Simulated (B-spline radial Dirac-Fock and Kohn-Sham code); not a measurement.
**K-shell conversion coefficients of Er against transition energy**

These are calculated numbers from a radial B-spline solver; the model is a Dirac-Hartree-Slater potential of the neutral atom with a Latter tail (no hole, which puts coefficients of high multipoles low close above an edge), finite nucleus with surface currents. Subshells within 1 keV of threshold and pair formation are left out.

```tsv
energy (keV)	E1	E2	E3	E5	M2	M5
75.1	0.568	1.83	3.88	15.3	55.4	1680
92.8	0.328	1.26	3.70	31.2	25.7	1710
100	0.270	1.07	3.32	31.9	19.6	1470
104	0.244	0.973	3.10	31.4	17.0	1340
174	0.0630	0.242	0.818	9.61	2.75	190
200	0.0438	0.162	0.534	5.98	1.71	101
211	0.0381	0.139	0.452	4.94	1.42	78.8
219	0.0347	0.124	0.403	4.32	1.25	66.3
254	0.0238	0.0811	0.253	2.51	0.765	33.1
319	0.0135	0.0426	0.125	1.07	0.364	11.4
332	0.0123	0.0382	0.110	0.921	0.321	9.45
395	0.00812	0.0239	0.0655	0.484	0.186	4.24
458	0.00578	0.0163	0.0427	0.283	0.118	2.18
485	0.00509	0.0142	0.0364	0.231	0.0994	1.69
491	0.00495	0.0137	0.0351	0.221	0.0958	1.60
500	0.00476	0.0131	0.0334	0.208	0.0907	1.48
1000	0.00117	0.00282	0.00591	0.0223	0.0129	0.0895
2000	0.000356	0.000755	0.00137	0.00356	0.00226	0.00904
```

**Question.** How fast do they fall between 500 and 2000 keV?

**Answer.** As powers of the energy: E1 E^-1.87, E2 E^-2.06, E3 E^-2.31, E5 E^-2.93, M2 E^-2.66, M5 E^-3.68. Within one type (E or M) the higher multipoles fall faster.
